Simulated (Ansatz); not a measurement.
Geometry optimisation, RKS PBE-D4/6-31G* (Ansatz).

Input file:

```yaml
crystal:
  periodic: [false, false, false]
  atoms:
    - { symbol: O, position_ang: [-1.0998, 0.5469, 0.9257] }
    - { symbol: Si, position_ang: [-0.0251, -0.0151, -0.1198] }
    - { symbol: O, position_ang: [-0.60472, 0.10388, -1.61938] }
    - { symbol: F, position_ang: [1.29871, 0.80317, -0.07797] }
    - { symbol: F, position_ang: [0.32257, -1.55107, 0.18817] }
    - { symbol: H, position_ang: [-1.9521, 0.9151, 0.4715] }
    - { symbol: H, position_ang: [-0.01286, -0.23283, -2.35092] }
basis:
  gaussian: { orbitals: "6-31G*" }
hamiltonian:
  xc: pbe
  dispersion: d4
relax:
  f_tol: 0.015
  max_steps: 40
```

Launched with:

```bash
$ ansatz run input.yaml --threads 1 --pin off --max-ram 2048MiB --backend cpu --events-out ev --progress --plain --runs-dir out
```

**Question.** Where does it end, and by what steps?

**Answer.** It converged. After 5 steps the energy has fallen by 0.233 eV; F4 moved furthest, 0.10 Å.

```csv
step,energy less start (eV),largest force component (eV/Å),accepted
0,0.0000,2.940,yes
1,-0.1771,1.182,yes
2,-0.2295,0.203,yes
3,-0.2320,0.074,yes
4,-0.2328,0.033,yes
5,-0.2330,0.010,yes
```

```xyz
7
Properties=species:S:1:pos:R:3
O -1.138 0.558 0.910
Si -0.016 -0.023 -0.138
O -0.642 0.097 -1.660
F 1.364 0.790 -0.003
F 0.361 -1.540 0.234
H -1.932 0.903 0.462
H -0.071 -0.215 -2.386
```

Run time: 20 s on 1 thread of Intel(R) Xeon(R) Processor @ 2.70GHz, on a shared host, peak memory 0.15 GiB.
